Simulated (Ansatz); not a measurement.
The same path of FH3Si + H5NSi (12 atoms, charge 0, multiplicity 1) was run 3 times with different band settings. Lost on the way: Si1–F2, N6–H12. Made: Si1–N6, F2–H12.

Computed with RKS B3LYP-D4/6-31G* (Ansatz).

Relaxed end points:

```xyz
12
Properties=species:S:1:pos:R:3
Si 0.410 0.042 -0.201
F 0.547 -0.929 1.095
H 1.754 0.054 -0.844
H 0.075 1.425 0.209
H -0.566 -0.509 -1.170
N -2.222 -0.224 1.378
H -2.877 -0.847 0.917
Si -2.854 1.204 2.152
H -3.722 0.981 3.349
H -1.695 2.026 2.586
H -3.666 1.942 1.149
H -1.521 -0.766 1.871
```

```xyz
12
Properties=species:S:1:pos:R:3
Si -0.451 0.346 -0.303
F -0.406 -1.415 2.477
H 0.600 1.000 0.507
H -0.796 1.218 -1.461
H 0.015 -0.964 -0.823
N -1.833 0.062 0.765
H -2.602 -0.434 0.316
Si -2.353 1.188 2.027
H -3.098 0.430 3.062
H -1.131 1.798 2.594
H -3.241 2.261 1.497
H -1.040 -1.089 1.835
```

Common settings: spring 5.0 eV/Å²; optimiser quadratic models (default); force threshold 0.05 eV/Å; iteration limit 60; end points relaxed.

| run | movable images | climbing image | start path |
| --- | --- | --- | --- |
| 1 | 7 | yes | through a guess of the saddle point |
| 2 | 6 | no | through a guess of the saddle point |
| 3 | 7 | yes | straight line |

(1) What does each run give, and how far can it be trusted?

Answers

(1) Run 1: converged after 20 iterations, highest image 1.454 eV above the first end. A vibrational analysis at the climbing image gives one clearly imaginary mode, 716i cm⁻¹: a first-order saddle point.
Run 2: converged after 18 iterations, highest image 1.092 eV above the first end. No image climbed, so the highest image needn't sit at the top of the path.
Run 3: converged after 17 iterations, highest image 1.454 eV above the first end. Another band between the same ends (7 images) ends at a top of the same energy, where a vibrational analysis finds 1 clearly imaginary mode.
The orbitals stay closed-shell, which can raise the energy where a bond breaks towards radicals; this wasn't checked here.
